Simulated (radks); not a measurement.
Task: The mean radii <r> (bohr) of the occupied orbitals of an atom or ion are listed with their occupations. Method: scalar-relativistic Kohn-Sham, exchange-only r2SCAN, spin-polarised, spherical densities, finite nucleus; meta-GGA in the generalised Kohn-Sham scheme; Fermi nuclear charge, rms radius of each element as measured or else 0.836 A^(1/3) + 0.57 fm; computed with a radial shooting solver on a logarithmic mesh with Libxc functionals.

| orbital | occ. | <r> |
|---|---|---|
| 1s | 2 | 0.02666 |
| 2s | 2 | 0.1146 |
| 2p | 6 | 0.1003 |
| 3s | 2 | 0.3057 |
| 3p | 6 | 0.3039 |
| 3d | 10 | 0.2809 |
| 4s | 2 | 0.7178 |
| 4p | 6 | 0.7652 |
| 4d | 10 | 0.8767 |
| 5s | 2 | 1.895 |
| 5p | 6 | 2.321 |

Name the element and its charge. Open shells, if any, are filled with parallel spins first.

Result: Z = 54, xenon, charge 0: Xe in [Xe]. The 1s radius gives Z: for a bare nucleus <r> = (2 gamma + 1)/(2Z) with gamma = sqrt(1 - (Z/c)^2), 0.02628 bohr for Z = 54, and screening makes it slightly larger (0.02666 here). The occupations add up to 54, and the charge is Z minus that.
